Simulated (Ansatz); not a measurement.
Species: sum formula AlNH$_{2}$Br$_{2}$, net charge 0, singlet state. 
Coordinates optimised at B3LYP-D3(BJ)/def2-TZVP (Ansatz, a quantum-chemistry and plane-wave program):
SMILES: [Br][Al]([Br])[NH2]
```xyz
6

N     -2.3982    -0.2996     0.0311
Al    -0.6608    -0.0826     0.0086
Br     0.2039     1.9876    -0.1597
Br     0.6905    -1.8759     0.1481
H     -3.0661     0.4526    -0.0272
H     -2.8589    -1.1928     0.1039
```

Property: atomisation energy (electronic, to ground-state atoms), in kcal/mol. Cores are frozen in the correlated levels unless marked. UHF or UKS for open shells. Spin-orbit coupling is left out. The frozen core is the preceding noble-gas configuration, with the filled d and f shells of earlier blocks. Non-relativistic. The coupled-cluster limit lacks core correlation, which all-electron functionals hold. CBS(X,Y): correlation extrapolated as X^-3; Hartree-Fock from the larger set.

```tsv
level	program	atomisation energy (kcal/mol)
PBE-D4/def2-TZVPD	Ansatz + dftd4	[?]
B3LYP-D3(BJ)/def2-TZVPD	Ansatz + dftd3	[?]
r2SCANh/def2-TZVPD	Ansatz	457.1
HSE06/def2-TZVPD	Ansatz	453.8
LC-wPBE/def2-TZVPD	Ansatz	453.3
SCS-MP2/STO-3G	Ansatz	457.2
CCSD/def2-SVP	Ansatz	416.8
CCSD/def2-TZVPPD	Ansatz	436.4
CCSD(T)/CBS(def2-TZVPPD,def2-QZVPPD)	Ansatz	[?]
```

**Question.** Complete the blanks.

**Answer.** 
- PBE-D4/def2-TZVPD, atomisation energy (kcal/mol): 463.7
- B3LYP-D3(BJ)/def2-TZVPD, atomisation energy (kcal/mol): 455.2
- CCSD(T)/CBS(def2-TZVPPD,def2-QZVPPD), atomisation energy (kcal/mol): 460.9
